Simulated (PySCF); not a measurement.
C2H5FO2Si, SMILES C[Si@H](F)C(=O)O. Geometry: PBE-D3(BJ)/def2-SVP. The structure was generated by enumeration; whether it is a known compound was not checked. The values are those of a single conformer.

Computed equilibrium geometry at PBE-D3(BJ)/def2-SVP (PySCF confirms it by a frequency run) as a Z-matrix (one conformer of several):
```
Si
F 1 1.6426
H 1 1.4993 2 107.85
C 1 1.8664 3 113.35 2 -122.91
H 4 1.1079 1 111.80 3 53.38
H 4 1.1085 5 108.56 1 -122.32
H 4 1.1090 5 108.80 6 -117.61
C 1 1.9249 3 106.66 2 119.62
O 8 1.2212 1 119.30 3 67.22
O 8 1.3516 9 123.31 1 179.96
H 10 0.9878 8 105.98 9 -0.17
```
